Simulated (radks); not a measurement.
Problem. The niobium ion Nb3+, 38 electrons, occupied as [Kr] 4d2. Calculated with a radial shooting solver on a logarithmic mesh with Libxc functionals: Dirac Kohn-Sham, SOGGA, spin-unpolarised, spherical densities, finite nucleus; open shells fill j = l - 1/2 first; Fermi nuclear charge, rms radius 4.324 fm. Some entries of the table are withheld. Estimate them.

| orbital | occ. | eigenvalue (hartree) | r(max) (bohr) |
|---|---|---|---|
| 1s1/2 | 2 | -691.5553 | (1) |
| 2s1/2 | 2 | -97.70698 | 0.1334 |
| 2p1/2 | 2 | -89.77946 | 0.1039 |
| 2p3/2 | 4 | -86.26325 | 0.1076 |
| 3s1/2 | 2 | -17.24663 | 0.3959 |
| 3p1/2 | 2 | -14.26169 | 0.3833 |
| 3p3/2 | 4 | -13.69167 | 0.3926 |
| 3d3/2 | 4 | -8.41596 | 0.3327 |
| 3d5/2 | 6 | -8.30978 | 0.3355 |
| 4s1/2 | 2 | -3.25877 | 1.029 |
| 4p1/2 | 2 | -2.42240 | 1.100 |
| 4p3/2 | 4 | -2.34161 | 1.124 |
| 4d3/2 | 2 | -1.12306 | (2) |
| 4d5/2 | 0 | -1.11443 | (3) |
| 5s1/2 | 0 | -0.92902 | 2.574 |
| 5p1/2 | 0 | -0.72945 | 2.955 |
| 5p3/2 | 0 | -0.71635 | 3.010 |

Solution. 
(1) 1s1/2 r(max) (bohr): 0.02350
(2) 4d3/2 r(max) (bohr): 1.392
(3) 4d5/2 r(max) (bohr): 1.402
